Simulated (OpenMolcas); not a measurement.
# Ne IV: input and output

Input:

```
&GATEWAY
Coord
1

Ne 0.0 0.0 0.0
Basis=ANO-R3
Group=XYZ
NoMove
AngMom=0.0 0.0 0.0
AMFI
&SEWARD
&RASSCF
FileOrb=start.orb
Symmetry=2
Spin=4
nActEl=5 0 0
Inactive=1 0
Ras2=1 3
CIRoot=1 1 1
SDav=1
CIMx=300
Iter=120 100
PrWF=0.3
OrbListing=Nothing
MaxOrb=0
Atom
>>> COPY $Project.JobIph JOB001
&RASSCF
FileOrb=start.orb
Symmetry=2
Spin=2
nActEl=5 0 0
Inactive=1 0
Ras2=1 3
CIRoot=8 8 1
SDav=11
CIMx=300
Iter=120 100
PrWF=0.3
OrbListing=Nothing
MaxOrb=0
Atom
>>> COPY $Project.JobIph JOB002
&RASSCF
FileOrb=start.orb
Symmetry=1
Spin=4
nActEl=5 0 0
Inactive=1 0
Ras2=1 3
CIRoot=3 3 1
SDav=3
CIMx=300
Iter=120 100
PrWF=0.3
OrbListing=Nothing
MaxOrb=0
Atom
>>> COPY $Project.JobIph JOB003
&RASSCF
FileOrb=start.orb
Symmetry=1
Spin=2
nActEl=5 0 0
Inactive=1 0
Ras2=1 3
CIRoot=6 6 1
SDav=9
CIMx=300
Iter=120 100
PrWF=0.3
OrbListing=Nothing
MaxOrb=0
Atom
>>> COPY $Project.JobIph JOB004
&RASSI
NrOfJobIphs=4 1 8 3 6
1
1 2 3 4 5 6 7 8
1 2 3
1 2 3 4 5 6
IphNames
JOB001
JOB002
JOB003
JOB004
EJob
SpinOrbit
DIPRint=1.0
SOCoupling=1000.0
Subsets=2
MEES
Property=10
'ANGMOM' 1 'ANGMOM' 2 'ANGMOM' 3 'MLTPL  1' 1 'MLTPL  1' 2 'MLTPL  1' 3
'AMFI' 1 'AMFI' 2 'AMFI' 3 'MLTPL  2' 6
SOProperty=3
'ANGMOM' 1 'ANGMOM' 2 'ANGMOM' 3
```

A driver script runs the steps one by one and writes start.orb anew before each from the orbitals found so far.

Output, cut to the results:

```
--- SEWARD ---
Basis set label: NE.ANO-R...4S4P2D1F.

      Electronic valence basis set:
      ------------------
      Associated Effective Charge  10.000000 au
      Associated Actual Charge     10.000000 au
      Nuclear Model: Finite nucleus - Gaussian distribution
        Gaussian exponent, Xi/bohr**(-2):  5.21057E+08

      Shell  nPrim  nBasis  Cartesian Spherical Contaminant
         s      14       4        X
         p       8       4        X
         d       4       2                 X
         f       3       1                 X
                  Relativistic X2C integrals
                  Atomic mean-field integrals
--- RASSCF ---
Wave function specifications:
      -----------------------------

      Number of closed shell electrons           2
      Number of electrons in active shells       5
      Max number of holes in RAS1 space          0
      Max nr of electrons in RAS3 space          0
      Number of inactive orbitals                1
      Number of active orbitals                  4
      Number of secondary orbitals              28
      Spin quantum number                      1.5
      State symmetry                             2
Orbital specifications:
      -----------------------

      Symmetry species                           1   2
                                                ag  au
      Frozen orbitals                            0   0
      Inactive orbitals                          1   0
      Active orbitals                            1   3
      RAS1 orbitals                              0   0
      RAS2 orbitals                              1   3
      RAS3 orbitals                              0   0
      Secondary orbitals                        12  16
      Deleted orbitals                           0   0
      Number of basis functions                 14  19
      Number of CSFs                             1
      Number of root(s) required                 1
      Iter CI   SX   CI       RASSCF       Energy    max ROT     max BLB   max BLB  Level Ln srch  Step   QN
          iter iter root      energy       change     param      element    value   shift minimum  type update
 Nr of preliminary CI iterations:   1
 ###############################################################################
 ###############################################################################
 ###                                                                         ###
 ###                                                                         ###
 ###    WARNING: Problems in orbital optimization.                           ###
 ###                                                                         ###
 ###                                                                         ###
 ###############################################################################
 ###############################################################################
  Warning: In symmetry  1, orbital p=   2 has diagonal density matrix element D(p,p) close to two. (2 - D(p,p))=  0.000000E+00
        1   1    2    1  -124.23760753    0.00E+00  -1.48E-08    3  12 2 -1.80E-07   0.50   0.00    SX    NO
        ...
 ###############################################################################
 ###############################################################################
  Warning: In symmetry  1, orbital p=   2 has diagonal density matrix element D(p,p) close to two. (2 - D(p,p))=  0.000000E+00
        4   1    1    1  -124.23760753   -7.11E-14   0.00E+00    2   4 1 -1.02E-07   0.50   0.00    SX    NO
      Convergence after  4 iterations
        5   1    1    1  -124.23760753    1.42E-13   0.00E+00    2   4 1 -1.02E-07   0.50   0.00    SX    NO
      Natural orbitals and occupation numbers for root  1
      sym 1:   2.000000
      sym 2:   1.000000   1.000000   1.000000
::    RASSCF root number  1 Total energy:   -124.23760753
--- RASSCF ---
Wave function specifications:
      -----------------------------

      Number of closed shell electrons           2
      Number of electrons in active shells       5
      Max number of holes in RAS1 space          0
      Max nr of electrons in RAS3 space          0
      Number of inactive orbitals                1
      Number of active orbitals                  4
      Number of secondary orbitals              28
      Spin quantum number                      0.5
      State symmetry                             2
Orbital specifications:
...
--- RASSI ---
SPIN-FREE ENERGIES:
  (Shifted by EMIN (a.u.) =       -124.2376075310)

 SF State       Relative EMIN(au)   Rel lowest level(eV)    D:o, cm**(-1)      L_eff

     1             0.0000000000        0.0000000000              0.0000         0.0
     2             0.2054441522        5.5904201776          45089.7796         2.0
     3             0.2054441522        5.5904201776          45089.7796         2.0
     4             0.2054441522        5.5904201776          45089.7796         2.0
     5             0.2054441522        5.5904201776          45089.7796         2.0
     6             0.2054441522        5.5904201776          45089.7796         2.0
     7             0.2853560691        7.7649342130          62628.4181         1.0
     8             0.2853560691        7.7649342130          62628.4181         1.0
     9             0.2853560691        7.7649342130          62628.4181         1.0
    10             0.8417171180       22.9042896083         184735.5542         1.0
    11             0.8417171180       22.9042896083         184735.5542         1.0
    12             0.8417171180       22.9042896083         184735.5542         1.0
    13             1.2123203849       32.9889182474         266073.5696         2.0
    14             1.2123203849       32.9889182474         266073.5696         2.0
    15             1.2123203849       32.9889182474         266073.5696         2.0
    16             1.2123203849       32.9889182474         266073.5696         2.0
    17             1.2123203849       32.9889182474         266073.5696         2.0
    18             1.4128742814       38.4462677893         310090.0621         0.0
     Dipole printing threshold changed to   1.00000000E+00

++ Dipole transition strengths (spin-free states):
   -----------------------------------------------
     for osc. strength at least  1.00000000E+00

  ( Max oscillator strength is only   0.10969514384290387      )
--
Eigenvalues of complex Hamiltonian:
...
```

Levels above the lowest, from the spin-orbit matrix, grouped by J:

| Configuration | Term | J | E (cm⁻¹) | Measured (cm⁻¹) | g | Term weight % |
| --- | --- | --- | --- | --- | --- | --- |
| 2s² 2p³ | ⁴S° | 3/2 | 0.0 | 0.0 | 2.002 | 100 |
| 2s² 2p³ | ²D° | 3/2 | 45066 |  | 0.800 | 100 |
| 2s² 2p³ | ²D° | 5/2 | 45097 |  | 1.200 | 100 |
| 2s² 2p³ | ²P° | 1/2 | 62653 |  | 0.666 | 100 |
| 2s² 2p³ | ²P° | 3/2 | 62665 |  | 1.333 | 100 |
| 2s 2p⁴ | ⁴P | 5/2 | 184409 | 183860 | 1.601 | 100 |
| 2s 2p⁴ | ⁴P | 3/2 | 184963 | 184477 | 1.735 | 100 |
| 2s 2p⁴ | ⁴P | 1/2 | 185290 | 184799 | 2.671 | 100 |
| 2s 2p⁴ | ²D | 3/2 | 266081 |  | 0.800 | 100 |
| 2s 2p⁴ | ²D | 5/2 | 266083 |  | 1.200 | 100 |

Against the 3 measured excited levels shown (Moore, Atomic Energy Levels, vol. I, NSRDS-NBS 35 (1971 reprint of NBS Circular 467, 1949)) the mean absolute deviation is 510 cm-1; the largest miss in energy is 2s 2p⁴ ⁴P_5/2: computed 184409, measured 183860 cm⁻¹ (+0.3 %).

Computed and measured levels are paired by configuration, term and J; levels that our copy of the source lacks, or whose pairing is in doubt (as where it misses far off the trend of its configuration), stay unpaired and out of the deviations. Only configurations of the active space appear. The first state left out of the spin-orbit step lies near 340000 cm-1 above the lowest spin-free state of the reference (among the parities and spins computed), and the list stops at four fifths of that energy or lower.

The term weight is that of the spin-free term in the level, not the purity of its configuration. ° marks odd parity.
